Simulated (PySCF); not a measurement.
Species: BH₈NSiSn.
Bonds: B1–N2, N2–Si3, N2–Sn4. Hydrogens: H5, H6 on B1; H7, H8, H9 on Si3; H10, H11, H12 on Sn4.

Computed by this run: PBE0-D3(BJ)/def2-SVP geometry optimisation, gas phase, def2 core potentials past Kr in PySCF 2.14.0; density fitting, grid level 1; the optimiser is geomeTRIC in internal coordinates, started from a GFN2-xTB structure with every atom displaced at random (about 0.01 Å).

Step 0: E = -15995.6761 eV
```
atom  x, y, z in Å  |  force x, y, z in eV/Å
B1      0.8852    1.6542   -0.1254   -1.508   0.554  -0.242
N2      0.5364    0.3159   -0.1882    0.505  -0.295   0.091
Si3     1.7099   -0.9622   -0.0902    0.580   0.676   0.703
Sn4    -1.3542   -0.3025   -0.4799   -1.327   0.028   0.180
H5      1.9783    1.9853    0.0249    1.589   0.388   0.252
H6      0.0200    2.4972   -0.2443   -0.017   0.090   0.011
H7      1.1324   -2.0338    0.7161   -0.212  -0.610   0.314
H8      2.9362   -0.4323    0.5602    0.153  -0.076   0.007
H9      1.9887   -1.4328   -1.4214    0.298  -0.533  -0.982
H10    -2.3614    1.0384   -0.5822   -0.147   0.380  -0.043
H11    -1.4519   -1.2307   -1.8596    0.105  -0.382  -0.662
H12    -1.8085   -1.2713    0.8239   -0.021  -0.220   0.372
```

Step 1: E = -15995.8587 eV
```
atom  x, y, z in Å  |  force x, y, z in eV/Å
B1      0.8484    1.6660   -0.1255    0.238   0.102   0.059
N2      0.5523    0.2969   -0.1828   -0.726  -0.233  -0.138
Si3     1.7886   -0.9496   -0.0799   -0.075  -0.231  -0.136
Sn4    -1.4865   -0.3005   -0.4767    0.464  -0.022   0.008
H5      2.0050    2.0276    0.0465   -0.148  -0.064  -0.027
H6     -0.0212    2.5036   -0.2355   -0.063   0.027  -0.011
H7      1.2129   -2.0919    0.7076    0.087   0.050  -0.004
H8      3.0405   -0.4506    0.5598   -0.075   0.054   0.020
H9      2.1281   -1.4986   -1.4400   -0.046   0.089   0.119
H10    -2.4115    1.1562   -0.6134    0.230  -0.304   0.025
H11    -1.5179   -1.2709   -1.9341    0.009   0.288   0.418
H12    -1.9274   -1.2628    0.9080    0.105   0.244  -0.332
```

Step 2: E = -15995.9097 eV
```
atom  x, y, z in Å  |  force x, y, z in eV/Å
B1      0.8280    1.6541   -0.1266    0.169   0.095   0.038
N2      0.5295    0.2842   -0.1871   -0.140  -0.045  -0.032
Si3     1.7643   -0.9616   -0.0859    0.084  -0.051  -0.032
Sn4    -1.4534   -0.2959   -0.4729    0.090   0.026   0.001
H5      1.9808    2.0093    0.0426   -0.047  -0.007  -0.006
H6     -0.0442    2.4932   -0.2364   -0.010  -0.025  -0.001
H7      1.2199   -2.1095    0.7077    0.012   0.017   0.007
H8      2.9983   -0.4289    0.5568   -0.006   0.011   0.020
H9      2.1081   -1.4929   -1.4434   -0.023   0.017   0.013
H10    -2.3416    1.1409   -0.6118   -0.071   0.094  -0.017
H11    -1.4868   -1.2401   -1.8921   -0.012  -0.065  -0.091
H12    -1.8916   -1.2273    0.8829   -0.045  -0.068   0.100
```

Q: Estimate the geometry and energy of step 3. (The exact step hangs on the optimiser's Hessian estimate; all steps are aligned on step 2, rigid shifts and turns removed.)

A: E = -15995.9129 eV, largest force 0.070 eV/Å
```
atom  x, y, z in Å  |  force x, y, z in eV/Å
B1      0.8398    1.6449   -0.1234   -0.004   0.068   0.014
N2      0.5206    0.2781   -0.1886   -0.024  -0.002  -0.011
Si3     1.7687   -0.9564   -0.0874    0.044  -0.045  -0.012
Sn4    -1.4638   -0.2973   -0.4748    0.026   0.021   0.014
H5      1.9928    1.9930    0.0466   -0.013  -0.029  -0.003
H6     -0.0263    2.4900   -0.2313   -0.008  -0.001  -0.002
H7      1.2398   -2.1079    0.7100    0.007  -0.003   0.008
H8      2.9946   -0.4060    0.5565   -0.008  -0.002   0.007
H9      2.1139   -1.4818   -1.4453   -0.006   0.001  -0.003
H10    -2.3547    1.1471   -0.6205   -0.004  -0.003  -0.004
H11    -1.5020   -1.2496   -1.8969   -0.005  -0.009  -0.007
H12    -1.9123   -1.2285    0.8892   -0.005   0.004  -0.002
```

The energy changes by -0.0032 eV. The first-order estimate −F·Δx gives -0.0066 eV and the mean of the old and new forces, exact on a quadratic surface, -0.0032 eV. The step makes an angle of 72° with the force vector and moves no atom by more than 0.023 Å.

What follows is the cost of the whole optimisation. Time: 26 s wall; peak memory 0.48 GiB. Hardware: one thread of an Intel Xeon Platinum 8488C (shared host).
